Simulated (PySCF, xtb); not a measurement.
Pb(Cl)(OMe) (CH3ClOPb), SMILES C[O][Pb][Cl] (connectivity only; charge and spin as stated), neutral, multiplicity 1. One conformer was computed; it need not be the lowest.

Harmonic wavenumbers (cm⁻¹) from GFN2-xTB (xtb) at its own minimum, in rising order: 51, 74, 179, 187, 256, 327, 1096, 1128, 1149, 1411, 1477, 1481, 2892, 2900, 2921.

Task: What does PySCF with B3LYP-D3(BJ)/def2-SVP give at its own minimum? (An estimate is asked for; the answer gives what the named calculation found.)

Result: 110, 114, 136, 241, 305, 472, 1107, 1163, 1184, 1461, 1468, 1474, 2966, 3032, 3049. Paired by order, the mean absolute difference is 58 cm⁻¹ and the zero-point energies are 25.1 and 26.1 kcal/mol.
